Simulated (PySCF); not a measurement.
TPSSh on Ga- (gallium, charge -1), [Ar] 3d10 4s2 4p2, high-spin 3P determinant. Computed with PySCF 2.14 in aug-cc-pVQZ-PP with one added diffuse shell each of s, p, d, f, g type with ECP10MDF (8s7p6d4f3g, 114 functions), with scalar relativity through the core potential.

```
cycle= 1 E= -259.385015542192  delta_E= -0.00827  |g|= 0.162  |ddm|= 1.83
cycle= 2 E= -259.381066942731  delta_E= 0.00395  |g|= 0.211  |ddm|= 1.41
cycle= 3 E= -259.384154042904  delta_E= -0.00309  |g|= 0.0421  |ddm|= 1.17
cycle= 4 E= -259.389735725668  delta_E= -0.00558  |g|= 0.00338  |ddm|= 0.636
cycle= 5 E= -259.389792243699  delta_E= -5.65e-05  |g|= 0.00275  |ddm|= 0.157
cycle= 6 E= -259.389800085899  delta_E= -7.84e-06  |g|= 0.00262  |ddm|= 0.0287
cycle= 7 E= -259.389831730681  delta_E= -3.16e-05  |g|= 0.000991  |ddm|= 0.0687
cycle= 8 E= -259.389835421879  delta_E= -3.69e-06  |g|= 0.000384  |ddm|= 0.0195
cycle= 9 E= -259.389835548355  delta_E= -1.26e-07  |g|= 0.000374  |ddm|= 0.00118
cycle= 10 E= -259.389834463891  delta_E= 1.08e-06  |g|= 4.58e-05  |ddm|= 0.0396
cycle= 11 E= -259.389834470018  delta_E= -6.13e-09  |g|= 9.31e-06  |ddm|= 0.00187
cycle= 12 E= -259.389834470156  delta_E= -1.38e-10  |g|= 1.66e-06  |ddm|= 0.000524
converged SCF energy = -259.389834470156  <S^2> = 2.0023614  2S+1 = 3.0015739
```

Highest occupied orbital energy: 0.767 eV; ⟨L²⟩ = 2.01; populations by l: s 4.00, p 8.00, d 10.00, f 0.00.

Q: Can this result be used?

A: With care. The calculation finished and met its thresholds. Energies and moments cover only the electrons outside the core potential. At TPSSh the highest occupied level has a positive energy, so only the finite basis holds that electron; in a semilocal or global hybrid functional this comes from self-interaction and does not mean that the real anion is unbound.
